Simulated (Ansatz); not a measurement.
Consider the formal exchange of groups at the Si–S bond: `O[SiH](S)[SnH3]` + `C=O` → `O=C[SiH](O)[SnH3]` + H₂S.

Program: Ansatz. Geometries: PBE0-D4/def2-TZVP. ΔE: electronic, gas phase. CCSD(T)/CBS is the MP2 limit (def2-TZVPP, def2-QZVPP) plus CCSD(T) − MP2 in def2-TZVPP, frozen cores. This one scheme is used for every species. DFT in def2-TZVPP. Elements past krypton have def2 core potentials. For Sn outer-core shells are correlated without core-valence functions, which leaves a few kJ/mol of doubt a bond. One conformer a species, not always the lowest.

```
            species  B2PLYP energy (Eh)
  `O[SiH](S)[SnH3]`          -980.42310
              `C=O`          -114.46841
`O=C[SiH](O)[SnH3]`          -695.58565
                H₂S          -399.27468
```

(1) Work out ΔE.

Largest T1 diagnostic among the species: 0.015.

## Answers

(1) ΔE = (-695.58565) + (-399.27468) − (-980.42310) − (-114.46841) = 0.03118 Eh = +19.6 kcal/mol. CCSD(T)/CBS gives +20.3 kcal/mol.

From PBE to PBE0 (25 % exact exchange), in def2-TZVPP and without D4, ΔE moves by +1.4 kcal/mol.
